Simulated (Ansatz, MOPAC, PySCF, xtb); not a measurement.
Donor–acceptor adduct: GaH3 (SMILES [GaH3]) (first 4 atoms) with H2O (SMILES O); geometry from B3LYP-D3(BJ)/def2-TZVP, rigid monomers moved along the line of their centres of mass till Ga1···O5 is 3.12 Å.
(charge 0, multiplicity 1):
```xyz
7

Ga     0.3967    -0.3761     0.6852
H      1.8829    -0.0976     1.1226
H     -0.2292    -1.8111     0.8526
H     -0.2872     0.6261    -0.3304
O     -0.9289     0.8383     3.2306
H     -1.8906     0.7659     3.1921
H     -0.7241     1.7772     3.3214
```

| level | interaction energy (kcal/mol) | minus CCSD(T)/CBS(aug-cc-pVDZ, aug-cc-pVTZ) | cost |
|---|---|---|---|
| AM1 | -6.80 | -0.23 | - |
| PM3 | -16.43 | -9.86 | - |
| PM7 | -1.69 | 4.89 | - |
| GFN1-xTB | -10.22 | -3.64 | - |
| HF/STO-3G (no counterpoise) | -6.28 | 0.29 | - |
| HF/3-21G (no counterpoise) | -13.74 | -7.16 | - |
| HF/6-31G* | -6.55 | 0.02 | - |
| HF/6-31G* (no counterpoise) | -7.99 | -1.41 | - |
| HF/aug-cc-pVDZ | -5.78 | 0.80 | - |
| HF/aug-cc-pVTZ | -5.80 | 0.78 | - |
| PBE/def2-TZVPPD | -5.99 | 0.59 | ×1 |
| PBE-D3(BJ)/def2-TZVPPD | -6.54 | 0.03 | ×1 |
| PBE-D4/def2-TZVPPD | -6.64 | -0.07 | ×1 |
| BP86/6-31G* (no counterpoise) | -9.03 | -2.46 | - |
| r2SCAN/def2-TZVPPD | -6.66 | -0.09 | ×1 |
| r2SCAN-D3(BJ)/def2-TZVPPD | -6.87 | -0.30 | ×1 |
| r2SCAN-D4/def2-TZVPPD | -6.86 | -0.28 | ×1 |
| B3LYP/3-21G (no counterpoise) | -16.78 | -10.21 | - |
| B3LYP/6-31G* | -6.49 | 0.09 | - |
| B3LYP/6-31G* (no counterpoise) | -9.18 | -2.60 | - |
| B3LYP/def2-TZVPPD | -5.45 | 1.13 | ×1 |
| B3LYP-D3(BJ)/def2-TZVPPD | -6.42 | 0.15 | ×1 |
| B3LYP-D4/def2-TZVPPD | -6.48 | 0.09 | ×1 |
| PBE0-D3(BJ)/def2-TZVPPD | -6.51 | 0.06 | ×1 |
| PBE0-D4/def2-TZVPPD | -6.56 | 0.02 | ×1 |
| M06-2X/6-31G* (no counterpoise) | -10.14 | -3.56 | - |
| wB97X-V/def2-TZVPPD | -6.60 | -0.03 | ×3 |
| wB97M-V/def2-TZVPPD | -6.51 | 0.06 | ×3 |
| MP2/6-31G* | -6.87 | -0.30 | - |
| MP2/6-31G* (no counterpoise) | -9.45 | -2.88 | - |
| MP2/aug-cc-pVDZ | -6.39 | 0.19 | - |
| MP2/aug-cc-pVTZ | -6.54 | 0.03 | - |
| MP2/CBS(aug-cc-pVDZ, aug-cc-pVTZ) | -6.60 | -0.02 | - |
| SCS-MP2/aug-cc-pVDZ | -6.16 | 0.42 | - |
| SCS-MP2/aug-cc-pVTZ | -6.28 | 0.29 | - |
| CCSD/aug-cc-pVDZ | -6.21 | 0.37 | - |
| CCSD/aug-cc-pVTZ | -6.35 | 0.23 | - |
| CCSD(T)/aug-cc-pVDZ | -6.32 | 0.26 | ×3 |
| CCSD(T)/aug-cc-pVTZ | -6.51 | 0.07 | ×30* |
| CCSD(T)/CBS(aug-cc-pVDZ, aug-cc-pVTZ) | -6.58 | 0.00 | ×30* |

 The comparison column counts from a level with limits of its own.

The rows run from -16.78 (B3LYP/3-21G (no counterpoise)) to -1.69 kcal/mol (PM7). In aug-cc-pVTZ the value moves HF -5.80, MP2 -6.54, CCSD -6.35, CCSD(T) -6.51, a shift of -0.71 from HF to CCSD(T). From aug-cc-pVDZ to aug-cc-pVTZ CCSD(T) changes by -0.19. The dispersion term adds -0.56 in PBE-D3(BJ), -0.66 in PBE-D4, -0.21 in r2SCAN-D3(BJ). The 5 functionals in def2-TZVPPD without D3 or D4 span 1.22, from r2SCAN to B3LYP.

Counterpoise-corrected where a basis set is named; no monomer relaxation. Rows marked so take none.

Correlated levels freeze the cores. Filled d and f shells under p-block atoms count as core. CBS: X⁻³ extrapolation of the correlation energy, Hartree–Fock from the larger set. Rows in 3-21G, 6-31G*, STO-3G carry no dispersion term and start afresh at each structure (6-31G* with six Cartesian d functions); the Pople sets are all-electron and without relativity. MP2/6-31G* freezes PySCF's default core, which leaves 3d correlated. The state that AM1, PM3, PM7 reach isn't checked; PM7 holds dispersion and hydrogen-bond terms.

The values were computed with Ansatz (a first-principles code); MOPAC for AM1, PM3, PM7 (differences of heats of formation); PySCF for 3-21G rows, 6-31G* rows, STO-3G rows, the dispersion terms; xtb for the GFN methods. Each number belongs to the level named beside it.

Costs are rough ratios of core time to PBE/def2-TZVPPD (about 5 s over the structures, on one shared machine); a dash marks a level with no comparable run of its own. A star marks coupled-cluster runs past 200 virtual orbitals, where the program's memory plan changes under this machine's limit, so their costs aren't comparable with smaller runs.
